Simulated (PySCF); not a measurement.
RuCl: one state, many levels of theory

State: quartet, unpaired electrons σ ↑, π ↑, δ ↑, a mixture of terms (⟨Lz²⟩ = 4.4). Set-up: Ru x2c-SVPall, Cl x2c-SVPall; spin-free X2C with a Gaussian nucleus (PySCF 2.14). De refers to Ru (4d7 5s1) + Cl in their high-spin ground configurations, without counterpoise correction. The functionals are run spin-unrestricted. A positive dipole means Ru(−)Cl(+).

| Level | Re (Å) | ωe (cm⁻¹) | De (eV) | μ (D) |
| --- | --- | --- | --- | --- |
| UHF | 2.401 | 321 | n/a | -6.94 |
| UHF-MP2 | 2.283 | 360 | n/a | n/a |
| UHF-SCS-MP2 | 2.304 | 352 | n/a | n/a |
| UHF-CCSD | 2.307 | 354 | 3.05 | n/a |
| UHF-CCSD(T) | 2.298 | 356 | 3.15 | n/a |
| PBE | 2.257 | 366 | 3.74 | -3.63 |
| PBEsol | 2.227 | 384 | 4.03 | -3.44 |
| TPSS | 2.271 | 363 | 3.68 | -4.05 |
| r²SCAN | 2.267 | 363 | 3.62 | -4.29 |
| PBE0 | 2.275 | 359 | 3.50 | -4.68 |
| r²SCAN0 | 2.283 | 357 | 3.42 | -5.02 |
| ωB97M-V | 2.292 | 357 | 3.78 | -5.04 |

**Question.** Which functional lies closest to UHF-CCSD(T) in De, which farthest, and by how much do they differ from it?

**Answer.** Closest is r²SCAN0 (-1.5 pm in Re, +0.3 % in ωe, +0.27 eV in De against UHF-CCSD(T) in the same basis), farthest PBEsol (-7.1 pm in Re, +7.9 % in ωe, +0.88 eV in De). CCSD(T) converges more slowly with the basis than the functionals do and binds too weakly in this one, so the order can change at the basis-set limit.

**Question.** What does a quarter of exact exchange do here, going from PBE to PBE0?

**Answer.** PBE0 less PBE: +1.8 pm in Re, -1.9 % in ωe, -0.24 eV in De. Exact exchange removes part of the self-interaction that spreads semilocal densities, and in most molecules shortens and stiffens the bond and lowers De; here Re and ωe go the other way.

**Question.** What does the step from GGA to meta-GGA do here, going from PBE to r²SCAN?

**Answer.** r²SCAN less PBE: +1.0 pm in Re, -0.8 % in ωe, -0.12 eV in De. 

Correlated steps freeze 19 core orbitals. Correlated levels converge slowly with the basis: in double zeta they bind strong bonds too weakly, by up to about 1 eV, and carry superposition errors of some tenths. The metal atom is held in its measured ground configuration; semilocal functionals can put another filling of s and d lower by some tenths of an eV, and De to that atom would be smaller. Spin–orbit coupling is left out, which matters for elements this heavy, above all for dissociation energies. With d or f electrons several states lie close, and the lowest PBE0 determinant need not be the measured ground state.
